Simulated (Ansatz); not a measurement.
Consider the ligand exchange at the Al–C bond: `C[SiH2][CH2][AlH][SH]` + `C=N` → `C=[N][AlH][SH]` + `C[SiH2]C`.

Calculated with Ansatz (gas phase, PBE0-D4/def2-TZVP geometries, no zero-point term in ΔE). CCSD(T)/CBS is the MP2 limit (def2-TZVPP, def2-QZVPP) plus CCSD(T) − MP2 in def2-TZVPP, frozen cores. This one scheme is used for every species. Functionals use def2-TZVPP. One conformer a species, not always the lowest.

```csv
level,ΔE (kJ/mol)
PBE-D4,-55.1
r2SCAN-D4,-62.8
ωB97X-V,-58.6
PBE,-61.0
HF/def2-QZVPP,-77.6
MP2/def2-QZVPP,-58.1
MP2/CBS(def2),-57.8
CCSD/CBS(def2),-58.3
```

(1) What does CCSD(T)/CBS give? (Best estimate.)

Largest T1 diagnostic among the species: 0.013.

Answers

(1) Ansatz gave: -55.2 kJ/mol. The listed levels differ from it by 0.1, -7.6, -3.4, -5.8, -22.4, -2.9, -2.6, -3.1 kJ/mol.

In def2-TZVPP, CCSD(T) changes the Hartree–Fock value by +21.5 kJ/mol (the triples alone add +3.1 kJ/mol) and MP2 by +18.9 kJ/mol. The D4 term adds +9.3 kJ/mol with B3LYP and +5.5 kJ/mol with PBE0; it sums over pairs of atoms, weighted by their polarisabilities, and B3LYP, whose exchange is more repulsive, gets the larger term.

B3LYP here is the variant with VWN-RPA as its local correlation; programs differ in this.
